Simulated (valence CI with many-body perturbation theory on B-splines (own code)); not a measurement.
Ag42+: key properties

Method: valence CI with perturbative core correlation (CI+MBPT): three valence electrons over a frozen Dirac-Fock core [He], a basis of 11 s, 11 p, 10 d, 8 f, 5 g, 2 h functions for each j, with the one-electron correlation potential Σ1 (screened to all orders), the two-electron term Σ2, the three-electron term Σ3, Breit, model QED; selected single and double excitations, second order for the rest, scaled by the run's own slope (own B-spline code, finite nucleus).

No measured spectrum was set against this ion. As an estimate, large intervals hold to a few tenths of a per cent, small ones and those within an open d or f shell to about a per cent.

Levels are named by their leading jj configuration (3d3/2^4 stands for four electrons in 3d with j = 3/2), which in mixed levels can hold well under half, so a name can repeat and another be missing.

Rates and lifetimes use the calculated energies. Strong lines usually hold to 10 to 20 %, long lifetimes can be off by a factor of two.

Q: What is the ground level?

A: (2s^2 2p1/2) J=1/2, composition 99 % 2s2 2p 2P°, g = 0.647.

Q: Where does the other parity begin?

A: At (2s 2p1/2^2) J=1/2, 132.2 eV.

Q: How well does LS coupling describe the low levels?

A: Among the lowest 20 levels the leading LS term, summed over configurations, holds 76 % on average. For single configurations the figures are 73 % in LS and 94 % in jj coupling. Terms mix most in the J = 3/2 level at 503.5 eV, where the leading one holds 44 %.

Q: What is the ionisation energy?

A: 6787 eV; NIST lists 6785 ± 5 eV (semi-empirical).

Q: Among levels below 5520.0 eV, which E1 lines absorb most strongly from the ground level?

A: to (2s^2 3d3/2) J=3/2 at 0.3146 nm, f = 0.784; to (2s 2p1/2 3p3/2) J=3/2 at 0.3085 nm, f = 0.202; to (2s 2p1/2 3p3/2) J=1/2 at 0.3091 nm, f = 0.131.
